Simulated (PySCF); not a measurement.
**Structure from 2D NMR**

Compound of formula C8H12O3. Correlations simulated from computed shifts and couplings:

HSQC (one-bond C–H):
| δH | δC | 1J(C,H) (Hz) |
| --- | --- | --- |
| 7.69 | 161.5 | 230 |
| 4.62 | 81.9 | 171 |
| 4.11 | 76.5 | 162 |
| 1.63 | 47.5 | 141 |
| 1.62 | 32.1 | 140 |
| 1.58 | 24.9 | 138 |
| 1.55 | 24.9 | 142 |
| 1.52 | 24.3 | 136 |
| 1.40 | 47.5 | 138 |
| 1.25 | 32.1 | 138 |

COSY cross peaks (|J| ≥ 2 Hz):
| δH | δH | abs. J (Hz) | bonds |
| --- | --- | --- | --- |
| 4.62 | 1.55 | 6.4 | 3 |
| 4.11 | 1.63 | 6.5 | 3 |
| 4.11 | 1.62 | 6.0 | 3 |
| 1.63 | 1.62 | 2.6 | 4 |
| 1.63 | 1.40 | 13.6 | 2 |
| 1.62 | 1.58 | 5.3 | 3 |
| 1.62 | 1.55 | 14.0 | 3 |
| 1.62 | 1.25 | 12.7 | 2 |
| 1.58 | 1.55 | 14.0 | 2 |
| 1.58 | 1.25 | 10.6 | 3 |
| 1.55 | 1.25 | 4.4 | 3 |

HMBC (two and three bonds, |J| ≥ 2.5 Hz):
| δH | δC [abs. J in Hz] |
| --- | --- |
| 7.69 | 85.5 [6.6] |
| 4.62 | 76.5 [12.2], 47.5 [4.5], 32.1 [5.2], 24.3 [3.0] |
| 4.11 | 85.5 [5.6], 81.9 [9.8], 24.9 [5.6] |
| 1.63 | 85.5 [2.7], 76.5 [2.8], 32.1 [7.3], 24.3 [7.5] |
| 1.62 | 76.5 [4.0], 47.5 [8.2], 24.9 [3.9] |
| 1.58 | 85.5 [3.0] |
| 1.55 | 85.5 [6.7], 81.9 [3.5], 32.1 [3.7] |
| 1.52 | 85.5 [3.9], 81.9 [3.9], 47.5 [4.5] |
| 1.40 | 85.5 [4.9], 32.1 [4.2] |
| 1.25 | 47.5 [4.1] |

Carbons without hydrogens: δ 85.5.

- PBE0-D3(BJ)/def2-SVP geometry
- GIAO B97-2/pcSseg-1 shieldings
- J: B3LYP/pcJ-1 (without the spin–dipole term)
- run in PySCF 2.14
- averaged over atoms made equivalent by symmetry, fast rotation or ring inversion, non-relativistic, isolated molecule, one conformer

References, each an isolated molecule treated in the same way: 1H (31.38 ppm) and 13C (183.69 ppm) vs TMS.

Exchangeable hydrogens are left out of these lists, and C,H couplings along chains are those of one rotamer, so weak HMBC peaks may be missing or extra.

Work out the connectivity.

Results:

SMILES C[C@@]1(OC=O)C[C@@H]2CC[C@H]1O2.

Structure with atom numbers: `[CH3:1][C@@:2]1([O:3][CH:4]=[O:5])[CH2:6][C@@H:7]2[CH2:8][CH2:9][C@H:10]1[O:11]2`. Each H is labelled by its parent atom. Ha(C8), Ha(C9) are cis to C2 on the ring; Ha(C6) is cis to C8 on the ring; Hb(C8), Hb(C9) are trans to C2 on the ring; Hb(C6) is trans to C8 on the ring.

1. δC 161.5 is C4, an ester carbonyl carbon (δH 7.69).
2. δC 85.5 is C2, a fully substituted sp3 carbon bonded to O.
3. δC 81.9 is C10, an sp3 CH bonded to O (δH 4.62).
4. δC 76.5 is C7, an sp3 CH bonded to O (δH 4.11).
5. δC 47.5 is C6, an sp3 CH2 in a ring (δH 1.63, 1.40).
6. δC 32.1 is C8, an sp3 CH2 in a ring (δH 1.25, 1.62).
7. δC 24.9 is C9, an sp3 CH2 in a ring (δH 1.55, 1.58).
8. δC 24.3 is C1, a methyl carbon (δH 1.52).
9. HMBC from δH 7.69 reaches the proton-free carbon C2.
10. HMBC from δH 4.11 reaches the proton-free carbon C2.
11. HMBC from δH 1.63 reaches the proton-free carbon C2.
12. HMBC from δH 1.58 reaches the proton-free carbon C2.
13. COSY links 4.62–1.55, 4.11–1.63, 4.11–1.62, 1.63–1.62, 1.63–1.40, 1.62–1.58.

This is the structure that produced the data.

Unscaled 3J(H,H) at this level run about 10 % above measured values. Shifts are as computed. Against solution values, carbons near 30 ppm lie about +1 ppm off and those near 130 ppm about +2 ppm. Of 1211 compounds with measured shifts, 218 miss one by over three times the rms of a fit or turn the order of signals round; such compounds aren't used in these exercises.
